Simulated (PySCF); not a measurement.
C₄H₁₁NSi, SMILES C/C(=N\CC)[SiH3].

The structure is a stationary point at r2SCAN-D4/def2-SVP. The structure was generated by enumeration; whether it is a known compound was not checked. One conformer was computed; it need not be the lowest.

These are PySCF with TDA-PBE/def2-SVPD values and carry that method's errors.

Vertical excitations. Isolated molecule, no solvent.

```tsv
state	energy (eV)	λ (nm)	f	main pairs
S1	4.17	297	0.003	HOMO→LUMO 99 %
S2	5.29	235	0.012	HOMO→LUMO+1 99 %
S3	5.81	213	0.002	HOMO→LUMO+2 91 %
S4	5.96	208	0.007	HOMO→LUMO+3 86 %
S5	6.05	205	0.099	HOMO→LUMO+4 99 %
S6	6.33	196	0.001	HOMO→LUMO+5 83 %, HOMO−2→LUMO 17 %
T1	3.34	371	0	HOMO→LUMO 100 %
T2	4.43	280	0	HOMO−1→LUMO 96 %
```
Triplets are in the Tamm–Dancoff approximation.
